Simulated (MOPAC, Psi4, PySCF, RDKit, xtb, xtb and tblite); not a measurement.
Two geometries of SMILES CC(=O)[SiH2]c1ccco1 (C6H8O2Si), relaxed at GFN2-xTB with one dihedral held; other torsions can differ between them too.

Structure A

```
17

C      3.3356     0.2345     0.3720
C      1.8616     0.5341     0.3515
O      1.3926     1.4898     0.9267
Si     0.7113    -0.6941    -0.5940
C     -0.4914     0.3452    -1.5719
C     -0.8192     1.6762    -1.5397
C     -1.8250     1.8703    -2.5102
C     -2.0418     0.6462    -3.0677
O     -1.2484    -0.2777    -2.5123
H      3.7109     0.2533    -0.6491
H      3.8783     0.9567     0.9782
H      3.4864    -0.7695     0.7627
H      1.5307    -1.5308    -1.4780
H      0.0306    -1.5220     0.4070
H     -0.3879     2.4110    -0.8913
H     -2.3176     2.7878    -2.7598
H     -2.7105     0.3207    -3.8407
```

Structure B

```
17

C     -3.2071     0.7874    -0.1492
C     -1.8697     0.4793     0.4661
O     -1.4275     1.1055     1.4018
Si    -0.8244    -0.9728    -0.2687
C     -1.7516    -1.7545    -1.6966
C     -2.1473    -3.0385    -1.9643
C     -2.7801    -3.0198    -3.2263
C     -2.7248    -1.7257    -3.6460
O     -2.1102    -0.9585    -2.7373
H     -3.0658     1.0100    -1.2051
H     -3.6864     1.6277     0.3487
H     -3.8394    -0.0962    -0.0797
H     -0.6377    -1.9816     0.7735
H      0.4480    -0.4038    -0.7166
H     -2.0000    -3.8878    -1.3291
H     -3.2144    -3.8481    -3.7478
H     -3.0769    -1.2473    -4.5390
```

Q: Which is lower in energy at the level Psi4 1.11 with PBE0-D3(BJ)/def2-SVP // GFN2-xTB, and by how much?

A: B is lower, by 0.52 kcal/mol (dihedral O3–C2–Si4–C5: 45° in A, 180° in B).

E(B) − E(A) in kcal/mol at the other levels, on the same two geometries: GFN2-xTB (xtb and tblite) 0.02; MMFF94 // GFN2-xTB (RDKit) -0.88; PBE0/def2-SVP // GFN2-xTB (Psi4) -0.29; PBE/def2-SVP // GFN2-xTB (Psi4) -0.27; PBE-D3(BJ)/def2-SVP // GFN2-xTB (Psi4) -0.50; UFF // GFN2-xTB (RDKit) -0.46; PM3, restricted, heats of formation // GFN2-xTB (MOPAC) -0.20; PM6, restricted, heats of formation // GFN2-xTB (MOPAC) -0.59; GFN1-xTB // GFN2-xTB (xtb) 0.60; restricted B3LYP/6-31G*, spherical d, density fitting // GFN2-xTB (PySCF) -0.24; restricted MP2 (frozen core)/6-31G*, spherical d // GFN2-xTB (PySCF) -0.65; restricted Hartree-Fock/6-31G*, spherical d, density fitting // GFN2-xTB (PySCF) -0.11; restricted BP86/6-31G*, spherical d, density fitting // GFN2-xTB (PySCF) -0.31.
